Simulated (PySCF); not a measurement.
## F²⁺: excitation energy

F²⁺ [He] 2s2 2p3 (4S) → F²⁺ [He] 2s1 2p3 3s1 (6S), as a difference of total energies. Computed with PySCF 2.14 in dyall-acv3z (15s9p4d2f, 76 functions), with scalar relativity by spin-free X2C-1e. Correlated levels: valence and next inner shell: nothing frozen; virtual orbitals above 40 to 60 times the deepest correlated orbital energy dropped. The calculations carry no spin-orbit coupling.

```json
{"method": "UHF", "excitation energy (eV)": "46.168"}
{"method": "MP2 (valence and next inner shell)", "excitation energy (eV)": "48.096"}
{"method": "SCS-MP2 (valence and next inner shell)", "excitation energy (eV)": "48.589"}
{"method": "CCSD (valence and next inner shell)", "excitation energy (eV)": "48.311"}
{"method": "CCSD(T) (valence and next inner shell)", "excitation energy (eV)": "48.344"}
```

Problem. How much does correlation contribute at CCSD(T) (valence and next inner shell)?

Solution. 48.344 − (46.168) = 2.176 eV, measured against UHF.

The promoted electron is Rydberg-like, and one or two diffuse shells describe it only roughly, which tends to raise the upper state.
